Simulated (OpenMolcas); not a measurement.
## Kr4+: Slater's ratio, the spin-orbit constant, worked from levels

```
Program             : OpenMolcas 26.06
Basis               : ANO-RCC-VTZP [6s5p3d1f]
Scalar Hamiltonian  : DKH2, point nucleus
Active space        : 4 electrons in 4 orbitals (4s 4p)
State averaging     : 2S+1 = 3 even, 6 roots; 2S+1 = 1 even, 11 roots kept (CI in the orbitals of an earlier block); 2S+1 = 5 odd, 1 root; 2S+1 = 3 odd, 9 roots kept (CI in the orbitals of an earlier block); 2S+1 = 1 odd, 8 roots kept (CI in the orbitals of an earlier block)
Spin-orbit coupling : RASSI with atomic mean-field integrals over the reference wave functions, term energies averaged over their components
```

Methods: CASSCF; MS-CASPT2, IPEA 0.25 Eh, imaginary shift 0.1 Eh (closed shells correlated: 3d). Measured levels: Saloman, J. Phys. Chem. Ref. Data 36, 215 (2007).

**Slater's ratio.** With one set of orbitals, p2 has 1D - 3P = 6 F2 and 1S - 1D = 9 F2 (F2 = F²/25), a ratio of 3/2. Term energies are centres of gravity, weighted by 2J + 1.

| Source | 1D - 3P | 1S - 3P | F2 from the first | Ratio |
| --- | --- | --- | --- | --- |
| CASSCF | 16985 | 32743 | 2831 | 0.928 |
| MS-CASPT2 | 14233 | 33307 | 2372 | 1.340 |
| measured | 14256 | 33737 | 2376 | 1.367 |

Energies in cm-1. A ratio away from 3/2 shows effects beyond one configuration with one set of orbitals, and in heavier atoms second-order spin-orbit shifts. In CASSCF the valence s occupation is 1.93 in 1S against 1.98 in 1D: mixing out of s² acts most on 1S and pulls it down.

**The spin-orbit constant.** For the Hund term 3P of p2, E(J) = (A/2) J(J+1) + constant and ζ = 2S·A = 2A. From J = 0 to J = 2 the energy changes by 3 A.

```json
{"Source": "CASSCF", "E(2) - E(0)": "7129.8", "A": "2376.6", "ζ": "4753"}
{"Source": "MS-CASPT2", "E(2) - E(0)": "6953.0", "A": "2317.7", "ζ": "4635"}
{"Source": "measured", "E(2) - E(0)": "7595.3", "A": "2531.8", "ζ": "5064"}
```

All in cm-1. MS-CASPT2 is off by -8.5 % and CASSCF by -6.1 %. Both methods take the spin-orbit matrix elements from the reference wave functions, so the second can move ζ only through the term energies and any multistate remixing. Second-order mixing with other terms is absorbed into this ζ.

Over all roots computed the reference weight is 0.87 to 0.99 in MS-CASPT2; the roots of lowest weight are the least certain, and an intruder state may touch them. Terms from blocks run as CI alone lack orbitals of their own. Measured partners are found by configuration, term and J. A level has none where our copy of the source lacks it or the pairing is in doubt (some pairs that miss far off the trend of their configuration count as doubtful), and it then counts in no deviation. Levels of configurations outside the active space are missing.
